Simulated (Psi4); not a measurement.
FNa (SMILES [F][Na]), singlet, geometry from GFN2-xTB (such geometries of metal compounds can be far from the true shape). Base run: B3LYP/6-311G** in Psi4.

Geometry (Å):
```xyz
2

Na     0.0000     0.0000    -0.7869
F      0.0000     0.0000     0.9618
```
All else is at Psi4's defaults (density fitting).

Variants of this job, named by their change:

```csv
change,E (Eh),dipole (D)
base,-262.19781,6.76
functional = bp86,-262.18747,6.55
functional = m11,-262.16990,7.13
functional = b97m-v,-262.10338,6.75
functional = cam-b3lyp,[?],[?]
functional = revpbe,-262.10541,6.40
functional = m06-l,[?],[?]
functional = scan,-262.14281,6.84
functional = hse06,-262.00563,6.89
functional = pbe,-261.97142,6.40
functional = m06,-262.14499,7.01
functional = mn15,[?],[?]
functional = b3lyp5,[?],6.75
```

Q: Fill in the missing entries.

A: 
- functional = cam-b3lyp, E (Eh): -262.15402
- functional = cam-b3lyp, dipole (D): 6.86
- functional = m06-l, E (Eh): -262.16529
- functional = m06-l, dipole (D): 7.07
- functional = mn15, E (Eh): -262.02195
- functional = mn15, dipole (D): 7.11
- functional = b3lyp5, E (Eh): -262.12135

Totals shift with the method and basis; they matter in differences.
